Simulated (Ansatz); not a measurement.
Species: Ti, charge 0, quintet. This quintet is an excited state, 0.8 eV above the triplet at CCSD(T)/aug-cc-pwCVQZ-DK (Ansatz, a quantum-chemistry and plane-wave program).

Total energies in aug-cc-pwCVTZ-DK, 12 correlated electrons, 5 frozen orbitals. UHF or UKS for unpaired electrons; spin-orbit terms are left out. The -DK rows use spin-free X2C, correlate 3s3p of the metal (1s2s2p frozen) and give its partners the cc-pVXZ-DK valence sets. Open-shell metal atoms are single determinants, not pure terms.

```csv
method,program,energy (Eh),minus CCSDT(Q) (mEh)
HF,Ansatz,-852.72327,411.89
MP2,Ansatz,-853.10883,26.33
CCSD,Ansatz,-853.12191,13.25
CCSD(T),Ansatz,-853.13426,0.90
CCSDT(Q),Ansatz,-853.13516,0.00
```
